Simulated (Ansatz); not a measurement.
All numbers were calculated with Ansatz.

C$_{2}$H$_{8}$GeO$_{3}$, SMILES `C[CH2][Ge]([OH])([OH])[OH]` at its PBE0-D4/def2-TZVP geometry, where that method's forces vanish. Total charge 0; spin multiplicity 1.

| atom | x (Å) | y (Å) | z (Å) |
| --- | --- | --- | --- |
| C1 | 1.450 | 1.309 | 0.402 |
| C2 | 0.048 | 0.881 | 0.818 |
| Ge3 | -0.618 | -0.604 | -0.219 |
| O4 | -0.885 | -0.137 | -1.911 |
| O5 | 0.535 | -1.955 | -0.233 |
| O6 | -2.152 | -1.224 | 0.420 |
| H7 | 1.801 | 2.143 | 1.013 |
| H8 | 1.474 | 1.630 | -0.642 |
| H9 | 2.165 | 0.490 | 0.513 |
| H10 | -0.669 | 1.698 | 0.704 |
| H11 | 0.017 | 0.576 | 1.867 |
| H12 | -0.463 | -0.757 | -2.511 |
| H13 | 0.113 | -2.770 | 0.049 |
| H14 | -2.818 | -1.281 | -0.271 |

(1) For each bond, give half the difference of the two atoms' forces along it (eV/Å; positive pushes the atoms apart) under PBE-D4, r2SCAN-D4, B3LYP-D4, ωB97M-V in def2-TZVPP. (Estimate.)

## Answers

(1) The calculation gave: 
```csv
bond,length (Å),PBE-D4,r2SCAN-D4,B3LYP-D4,ωB97M-V
C1–C2,1.524,-0.02,0.13,0.20,0.24
C1–H7,1.093,0.11,-0.03,-0.07,-0.09
C1–H8,1.092,0.10,-0.04,-0.07,-0.07
C1–H9,1.092,0.10,-0.04,-0.07,-0.08
C2–Ge3,1.930,-0.08,-0.02,-0.01,-0.13
C2–H10,1.093,0.09,-0.03,-0.11,-0.09
C2–H11,1.093,0.09,-0.03,-0.11,-0.09
Ge3–O4,1.775,0.30,0.05,0.17,0.05
Ge3–O5,1.776,0.30,0.04,0.17,0.05
Ge3–O6,1.774,0.29,0.05,0.15,0.05
O4–H12,0.961,0.36,0.04,-0.03,-0.05
O5–H13,0.960,0.36,0.04,-0.03,-0.05
O6–H14,0.961,0.36,0.04,-0.03,-0.05
```

B3LYP here is the variant with VWN-RPA as its local correlation; programs differ in this.
